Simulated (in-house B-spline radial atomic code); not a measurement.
**Ionising the platinum ion Pt²⁶⁺ with different functionals**

Computed with a radial B-spline atomic code at the basis-set limit: scalar-relativistic (spin-free X2C) Hamiltonian, Fermi nucleus of rms radius 5.427 fm, spin-polarised at highest spin, spherical fractional occupations for the functionals. The ionisation energy is the difference of two self-consistent energies, [Kr] 4d10 4f6 → [Kr] 4d10 4f5, without Breit or QED terms; ε is the level of the shell that loses the electron (its least bound occupied spin orbital). There is no spin-orbit coupling in this Hamiltonian.

Hybrids are left out here: with spherical fractional occupations of an open shell their exact exchange keeps a self-interaction that integer-occupation calculations don't have.

```
 method      rung  ΔSCF (eV)  -ε(4f) (eV)
   BP86       GGA     858.96       833.48
   BLYP       GGA     858.61       833.13
   PW91       GGA     859.14       833.66
revTPSS  meta-GGA     858.61       833.17
```

Task: How do they compare with the NIST value?

Result: NIST lists 870 eV ± 40 (tabulated theory, ground level to ground level). Errors run from -11.39 to -10.86 eV; all lie within about twice that uncertainty, so the table can't rank the methods.
